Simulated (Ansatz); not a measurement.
Reaction (formal hydrolysis of a Y–Cl bond): `[OH][Y]([F])[Cl]` + H₂O → `[OH][Y]([OH])[F]` + HCl

Program: Ansatz. Geometries: PBE0-D4/def2-TZVP. ΔE: electronic, gas phase. CCSD(T)/CBS is the MP2 limit (def2-TZVPP, def2-QZVPP) plus CCSD(T) − MP2 in def2-TZVPP, frozen cores. This one scheme is used for every species. DFT in def2-TZVPP. def2 core potentials past Kr. For Y outer-core shells are correlated without core-valence functions, which leaves a few kJ/mol of doubt a bond. One conformer a species, not always the lowest.

Is it downhill or uphill in electronic energy at CCSD(T)/CBS, and by how much? (Estimate.)

Computed: Uphill: ΔE = +63.3 kJ/mol.

What do these levels give: r2SCAN-D4, CAM-B3LYP, RPA@PBE/def2-TZVPP, MP2/def2-TZVPP, CCSD/def2-TZVPP, HF/CBS(def2)? (Estimate.)

Computed: r2SCAN-D4 63.6, CAM-B3LYP 55.7, RPA@PBE/def2-TZVPP 54.7, MP2/def2-TZVPP 59.0, CCSD/def2-TZVPP 60.5, HF/CBS(def2) 77.2 kJ/mol.

Largest T1 diagnostic among the species: 0.014.

From PBE to PBE0 (25 % exact exchange), in def2-TZVPP and without D4, ΔE moves by +7.2 kJ/mol. At CCSD(T), def2-SVP lies −13.8 kJ/mol from the extrapolated value and def2-TZVPP −3.8 kJ/mol. In def2-TZVPP, CCSD(T) changes the Hartree–Fock value by −17.9 kJ/mol (the triples alone add −1.1 kJ/mol) and MP2 by −18.3 kJ/mol.
